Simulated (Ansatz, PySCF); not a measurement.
This Ansatz (a program for electronic structure) input computes a CAM-B3LYP/def2-TZVPD energy:

Ansatz 0.2 input:
```yaml
crystal:
  periodic: [false, false, false]
  atoms:
    - {symbol: Ca, position_ang: [-0.00000000, -0.00000000, -1.07099997]}
    - {symbol: Cl, position_ang: [0.00000000, 0.00000000, 1.25999996]}
basis:
  gaussian:
    orbitals: def2-TZVPD
hamiltonian:
  xc: {name: CAM-B3LYP}
total_charge: 1
output: {forces: true}
```

Write an input for the same energy in PySCF and say what it gives.


```python
from pyscf import gto, scf, dft

mol = gto.M(
    atom='''
    Ca   -0.00000000   -0.00000000   -1.07099997
    Cl    0.00000000    0.00000000    1.25999996
    ''',
    basis='def2-tzvpd',
    charge=1,
    spin=0,
    verbose=4,
)

mf = dft.RKS(mol, xc='camb3lyp').density_fit(auxbasis='def2-universal-jkfit')
mf.grids.level = 3
mf.conv_tol = 1e-9
mf.max_cycle = 100
mf.max_memory = 1500
mf.kernel()
if not mf.converged:
    mf = mf.newton()
    mf.kernel(mf.make_rdm1())
mf.analyze()
```
It gives -1137.68308 Eh, and Ansatz -1137.68304 Eh, a difference of 0.04 mEh, from the treatment of integrals and grids.
